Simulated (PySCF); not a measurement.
A small calculation by hand: dipole moment from atomic charges

ClHO₂SW, SMILES [O]=[W](=[O])([SH])[Cl], multiplicity 1. Atoms are numbered in the order given.

```xyz
6

W      0.2067    -0.0611     0.0609
O      1.3216    -0.8456    -0.9699
O      0.8282    -0.0523     1.6510
Cl    -0.1709     2.0772    -0.6742
S     -1.7435    -1.3672     0.1655
H     -1.6936    -1.7311    -1.1412
```
Charge 0, spin multiplicity 1.

Geometry optimised at B3LYP-D3(BJ)/def2-SVP. The multiplicity is an assumed one; no other spin state was optimised. The structure was generated by enumeration; whether it is a known compound was not checked. The def2 effective core potentials stand for the cores of W; spin–orbit coupling is left out. Other conformers were not sampled.

Charges (e) from PBE/def2-TZVP in PySCF:

```csv
atom,Mulliken,ESP fit
W1,1.165,0.656
O2,-0.384,-0.304
O3,-0.379,-0.255
Cl4,-0.267,-0.106
S5,-0.328,-0.178
H6,0.193,0.186
```

The dipole moment of the full density is 2.50 D.

**Question.** What dipole moment does each set of point charges give, and which comes closer to that of the density?

**Answer.** 
μ = Σ q r, and 1 e Å = 4.8032 D.
Mulliken: Σ q r = (-0.290, -0.167, -0.277) e Å, |μ| = 2.09 D.
ESP fit: Σ q r = (-0.464, -0.068, -0.256) e Å, |μ| = 2.57 D.
ESP fit comes closer in size. Point charges leave out the atoms' own dipoles (lone pairs, polarised bonds); fits to the potential absorb them, partitions of the density don't.
